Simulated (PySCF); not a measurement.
# Telling isomers of C$_{7}$H$_{7}$NO apart by NMR

Non-relativistic, one computed conformer, gas phase, rapidly exchanging positions averaged. GIAO PBE0/pcSseg-1 shieldings; structure optimised with GFN2-xTB; PySCF 2.14.

References, each an isolated molecule treated in the same way: ¹H (31.72 ppm), ¹³C (186.93 ppm) against TMS. Where no couplings were computed, multiplicities follow the n + 1 count of equivalent neighbours, and m marks all less simple cases (inequivalent or close neighbours, rings, F or P nearby). Acid and N–H amide carbonyl carbons lie up to 10 ppm further downfield in solution (hydrogen bonding). Shifts are as computed. Against solution values, carbons near 30 ppm lie about +3 ppm off and those near 130 ppm about +5 ppm. Of 1211 compounds with measured shifts, 218 miss one by over three times the rms of a fit or turn the order of signals round; such compounds aren't used in these exercises. Groups on amide-type nitrogens are kept apart (slow C–N rotation). OH and NH positions are gas-phase values without hydrogen bonding to other molecules.

(1) Tabulate the signals of `CC(=O)c1ccccn1`, `C1=Cn2cccc2CO1`, `NC(=O)C1=C[C@@H]2[C@@H]3[C@H]1[C@H]23` and their relative energies.

(2) What is the quickest way to tell C1=Cn2cccc2CO1 from NC(=O)C1=C[C@@H]2[C@@H]3[C@H]1[C@H]23?

(3) What is the quickest way to tell CC(=O)c1ccccn1 from C1=Cn2cccc2CO1?

(4) What is the quickest way to tell CC(=O)c1ccccn1 from NC(=O)C1=C[C@@H]2[C@@H]3[C@H]1[C@H]23?

Answers

(1) 
```json
{"SMILES": "CC(=O)c1ccccn1", "carbon types": "2×C 4×CH 1×CH3", "δC": "205.7, 157.3, 154.2, 142.8, 132.5, 127.8, 30.0", "δH": "8.98 (d, 1H), 8.46 (d, 1H), 8.14 (m, 1H), 7.57 (m, 1H), 2.90 (s, 3H)", "E rel. (kcal/mol)": "0.0"}
{"SMILES": "C1=Cn2cccc2CO1", "carbon types": "1×C 5×CH 1×CH2", "δC": "138.9, 120.8, 118.7, 113.9, 110.2, 105.8, 68.2", "δH": "6.32 (m, 1H), 6.30 (m, 1H), 6.17 (d, 1H), 5.99 (m, 1H), 5.95 (s, 2H), 5.93 (d, 1H)", "E rel. (kcal/mol)": "27.7"}
{"SMILES": "NC(=O)C1=C[C@@H]2[C@@H]3[C@H]1[C@H]23", "carbon types": "2×C 5×CH", "δC": "164.1, 151.7, 144.4, 55.7, 40.5, 40.1", "δH": "6.28 (d, 1H), 5.12 (br, 1H), 4.45 (br, 1H), 4.17 (m, 2H), 2.42 (m, 1H), 1.77 (m, 1H)", "E rel. (kcal/mol)": "52.9"}
```

Energies are electronic energies at PBE0/pcSseg-1 on these geometries, without zero-point or thermal terms, each for the one conformer computed, which needn't be the lowest.

(2) Count the carbon signals: 7 against 6. The first has an sp3 CH2 bonded to O, on an aromatic ring at 68.2 ppm, the second a three-membered-ring carbon (CH) at 40.5 ppm. Their most deshielded carbons lie at 138.9 and 164.1 ppm.

(3) Both give the same number of carbon signals, but DEPT or the intensities differ. The first has a ketone carbonyl carbon (C) at 205.7 ppm, the second an sp3 CH2 bonded to O, on an aromatic ring at 68.2 ppm. Their most deshielded carbons lie at 205.7 and 138.9 ppm. In the proton spectra the most deshielded non-exchanging signals are 8.98 (d, 1H) and 6.32 (m, 1H).

(4) Count the carbon signals: 7 against 6. The first has a methyl carbon α to a carbonyl (CH3) at 30.0 ppm, the second a three-membered-ring carbon (CH) at 55.7 ppm. Their most deshielded carbons lie at 205.7 and 164.1 ppm. In the proton spectra the most deshielded non-exchanging signals are 8.98 (d, 1H) and 6.28 (d, 1H).
